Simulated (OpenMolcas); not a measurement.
Pd3+: ligand-field states by method

Pd3+ with its 8 nearest fluoride ions at 2.258 Å, on the Ca site of CaF2 (a = 5.46294 Å, distance in the model lattice 2.366 Å). The rest of the host is ab initio model potentials to 7.6 Å and point charges beyond; the distance is set by hand and nothing relaxes, and no local charge compensation is placed. Ligand basis ANO-RCC-VDZP.

| Quantity | Value |
| --- | --- |
| Program | OpenMolcas |
| Basis | ANO-RCC-VDZP [6s5p3d1f] |
| Scalar Hamiltonian | DKH2, point nucleus |
| Active space | 7 electrons in 5 orbitals (4d) |
| State averaging | 2S+1 = 4 even, 10 roots; 2S+1 = 2 even, 40 roots |
| Spin-orbit coupling | state interaction with AMFI integrals over the reference wave functions |

I. CASSCF
II. SS-CASPT2, IPEA 0.25 Eh, imaginary shift 0.1 Eh (closed shells correlated: 4s 4p and the ligand valence shells)

Spin-free states (labels of O, the rotations of Oh) in cm-1, each column counted from its own energy of the first state listed:

```json
{"State": "4A2", "Degeneracy": "1", "I": "0", "II": "0"}
{"State": "4T2", "Degeneracy": "3", "I": "9593", "II": "12880"}
{"State": "4T1", "Degeneracy": "3", "I": "15580", "II": "20870"}
{"State": "2T1", "Degeneracy": "3", "I": "15899", "II": "8310"}
{"State": "2E", "Degeneracy": "2", "I": "16474", "II": "6930"}
{"State": "2T2", "Degeneracy": "3", "I": "21755", "II": "12000"}
{"State": "2A1", "Degeneracy": "1", "I": "22080", "II": "18380"}
{"State": "2T2", "Degeneracy": "3", "I": "25517", "II": "21350"}
{"State": "4T1", "Degeneracy": "3", "I": "25761", "II": "30150"}
{"State": "2T1", "Degeneracy": "3", "I": "26452", "II": "20140"}
{"State": "2E", "Degeneracy": "2", "I": "26997", "II": "22760"}
{"State": "2T1", "Degeneracy": "3", "I": "30675", "II": "27330"}
{"State": "2T1", "Degeneracy": "3", "I": "35490", "II": "37690"}
{"State": "2T2", "Degeneracy": "3", "I": "36309", "II": "34180"}
{"State": "2A2", "Degeneracy": "1", "I": "38058", "II": "32600"}
{"State": "2T2", "Degeneracy": "3", "I": "40637", "II": "35190"}
{"State": "2E", "Degeneracy": "2", "I": "42616", "II": "43780"}
{"State": "2T1", "Degeneracy": "3", "I": "45076", "II": "43700"}
{"State": "2E", "Degeneracy": "2", "I": "59812", "II": "53240"}
{"State": "2T2", "Degeneracy": "3", "I": "62892", "II": "58960"}
```

From I to II, I's first state of the same spin (4T2) moves from 9593 to 12880 cm-1, by about +3300 cm-1.

From I to II, I's first state of another spin (2T1) moves from 15899 to 8310 cm-1, by about -7600 cm-1. In II another state of that kind comes below it.

χT at 300 K: I 2.58, II 2.35 cm3 K/mol.

Roots that are degenerate in the reference are averaged as groups; the widest CASPT2 spread within a group is 1100 cm-1 (the 3-fold group of multiplicity 2 near 34200 cm-1 above the lowest state of its run, II). Shifts and gaps below about the spread of the groups concerned are not significant. Over all roots computed the reference weight is 0.64 to 0.68 in II; a low but even weight reflects the number of correlated electrons. The least metal-like active orbital is 85 % on the metal (Löwdin) and no ligand orbital is active, so the numbers are rough. Ligand-to-metal charge-transfer states are missing. With no ligand orbital active B as a rule stays too high, so bands that hang on it stand too high and its fall with covalency is understated. Without dynamic correlation the repulsion within the d shell is too large (B by tens of per cent), so at a given field states of lower spin stand too high (holds for I). With metal d orbitals alone the field can be off either way by tens of per cent (holds for I). With one d shell and no ligand orbital active, 10Dq can be off by a tenth or more (holds for II). No measured value stands beside these numbers; the geometry was set by hand and not optimised.
